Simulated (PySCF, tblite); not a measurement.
C9H11OP.
SMILES with atom numbers: `[CH3:1][C:2]#[C:3][P:4]([CH2:5][CH3:6])[c:7]1[cH:8][cH:9][o:10][cH:11]1` (hydrogens: H12, H13, H14 on C1; H15, H16 on C5; H17, H18, H19 on C6; H20 on C8; H21 on C9; H22 on C11)

Structure optimised with GFN2-xTB, isolated species.

Problem. Give the optimised bond lengths and angles.

Solution. 
```
                  bond  length (Å)
                 C1–C2       1.446
                 C2≡C3       1.205
                 C3–P4       1.766
                 P4–C5       1.876
                 C5–C6       1.522
                 P4–C7       1.822
                 C7–C8       1.425
                 C8–C9       1.357
                C9–O10       1.346
               O10–C11       1.342
                C7–C11       1.366
C1–H12, C1–H13, C1–H14       1.090
        C5–H15, C5–H16       1.094
C6–H17, C6–H18, C6–H19       1.089
                C8–H20       1.071
                C9–H21       1.072
               C11–H22       1.073
```

Bonds in one row agree within 0.01 Å and their mean is given. A selection of angles:
```
     angle  degrees
  C1–C2–C3    177.3
  C2–C3–P4    173.7
  C3–P4–C5     96.0
  C3–P4–C7     97.5
  C5–P4–C7     97.4
  P4–C5–C6    111.5
  P4–C7–C8    129.2
 P4–C7–C11    125.6
 C8–C7–C11    105.3
  C7–C8–C9    106.0
 C8–C9–O10    110.9
C9–O10–C11    106.9
C7–C11–O10    111.0
```

Dihedral angles: C3–P4–C5–C6 171° (antiperiplanar); C3–P4–C7–C8 -22° (synperiplanar). The mirror-image conformer, all signs reversed, is as good.

Of the pairs four or more bonds apart, C3···H20 is among the closest relative to their van der Waals radii: 2.81 Å, 97 % of the sum of Bondi's values. The C–C distances run from 1.205 Å (C2≡C3, drawn triple) to 1.522 Å (C5–C6, drawn single), a spread of 0.317 Å. P4 (phosphine phosphorus) is pyramidal (angles 97.5°, 97.4° and 96.0°, sum 290.9°, 0.91 Å off the plane of its three neighbours). The 5-membered ring C7–C8–C9–O10–C11 has internal angles of 105.3° to 111.0° (sum 540°, against 540° for a flat polygon); it is planar, 0.00 Å rms from its mean plane, widest ring torsion 0°. The 3 C–P bonds span 1.766 Å (C3–P4, drawn single) to 1.876 Å (P4–C5, drawn single), a spread of 0.110 Å.

Point group: C1 (no symmetry element, even within 0.4 Å). GFN2-xTB frequencies show an imaginary mode (35i cm⁻¹), so the point is no minimum at that level.

All values are computed, not measured.
